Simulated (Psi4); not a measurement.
Noncovalent pair: CO (SMILES [C-]#[O+]) (first 2 atoms) with CH2O (SMILES C=O); geometry from B3LYP-D3(BJ)/def2-TZVP.
(charge 0, multiplicity 1):
```
atom    x (Å)    y (Å)    z (Å)
----  -------  -------  -------
C     -0.2378   0.4274  -0.0865
O     -0.1590  -0.3972  -0.8473
C      0.5348   0.3537   3.1549
O      0.7111  -0.6671   2.5488
H      0.1399   1.2621   2.6634
H      0.7592   0.4356   4.2356
```

Calculation: SAPT0/jun-cc-pV(D+d)Z in Psi4.

Task: Give the four SAPT terms and the total, and say what mostly holds the pair together.

Result: electrostatics -9.0, exchange 10.6, induction -1.8, dispersion -4.5, total -4.7 kJ/mol; the largest attraction is electrostatics.
